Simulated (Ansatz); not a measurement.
Reaction (formal exchange of groups at the Al–O bond): `[NH2][Al]([OH])[Br]` + CH₄ → `[CH3][Al]([NH2])[Br]` + H₂O

Calculated with Ansatz (gas phase, PBE0-D4/def2-TZVP geometries, no zero-point term in ΔE). CCSD(T)/CBS adds triple-zeta CCSD(T) − MP2 to the extrapolated MP2 energy (def2 sets, frozen cores). This one scheme is used for every species. For Br outer-core shells are correlated without core-valence functions, which leaves a few kJ/mol of doubt a bond. Scalar relativity is left out up to krypton. Each species was taken in one conformer, which may not be the lowest.

```
               species  CCSD(T)/CBS(def2) energy (Eh)
 `[NH2][Al]([OH])[Br]`                    -2947.19216
                   CH₄                      -40.46206
`[CH3][Al]([NH2])[Br]`                    -2911.22635
                   H₂O                      -76.37941
```

(1) Work out ΔE.

(2) What do rigid-rotor, harmonic-oscillator terms from PBE0-D4/def2-TZVP frequencies (298.15 K, 1 bar) make of the CCSD(T)/CBS value? (Best estimate.)

Largest T1 diagnostic among the species: 0.009.

## Answers

(1) ΔE = (-2911.22635) + (-76.37941) − (-2947.19216) − (-40.46206) = 0.04846 Eh = +1.32 eV.

(2) Ansatz gave: ΔZPE = -0.03 eV, ΔH = +1.30 eV, ΔS = 20 J/(mol·K), ΔG = +1.24 eV.

From BLYP to BHLYP (50 % exact exchange), in def2-TZVPP and without D4, ΔE moves by +0.06 eV. In def2-TZVPP, CCSD(T) changes the Hartree–Fock value by −0.15 eV (the triples alone add −0.02 eV) and MP2 by −0.12 eV. Leaving LDA and LC-ωPBE aside and taking each functional with its dispersion term where it has one, the values, not all of them listed here, spread over 0.18 eV, from PBE-D4 to BHLYP-D4.
